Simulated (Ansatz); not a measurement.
C2H8B2O (`BC(B)(C)O`), relaxed with RKS PBE-D4/def2-SVP in the Gaussian-basis code of Ansatz from a rough embedded geometry. The force threshold is 0.03 eV/Å; the program also tests the step.

Total charge 0; spin multiplicity 1.

Start:

```xyz
13

B     0.178    1.207   -1.003
C    -0.142   -0.070   -0.221
B     1.170   -0.972   -0.289
C    -0.544    0.221    1.257
O    -1.236   -0.704   -0.828
H     0.416    1.212   -2.201
H     0.104    2.301   -0.511
H     2.138   -0.658    0.193
H     1.109   -2.089   -0.845
H    -1.397    0.885    1.265
H     0.358    0.812    1.711
H    -0.698   -0.679    1.809
H    -1.457   -1.467   -0.337
```

**Question.** By how much does the energy fall, and how many steps does the optimiser take? (Best estimate.)

**Answer.** The calculation gave: 89.12 kJ/mol, in 19 steps, 2 of them rejected.

**Question.** Which bonds change most? (Estimate.)

**Answer.** The calculation gave: C4–H12 from 1.067 to 1.158 Å; B3–H8 from 1.126 to 1.212 Å; C4–H11 from 1.170 to 1.102 Å.

**Question.** Give the relaxed structure. (Best estimate.)

**Answer.** Computed: 
```xyz
13

B     0.312    1.210   -1.160
C    -0.441    0.143   -0.380
B     0.809   -0.750    0.045
C    -0.389    0.144    1.185
O    -1.572   -0.488   -0.918
H     0.237    1.224   -2.373
H     1.039    1.992   -0.576
H     1.929   -0.328    0.233
H     0.602   -1.950   -0.001
H    -1.361   -0.223    1.555
H    -0.078    1.107    1.622
H     0.352   -0.628    1.629
H    -1.438   -1.453   -0.861
```
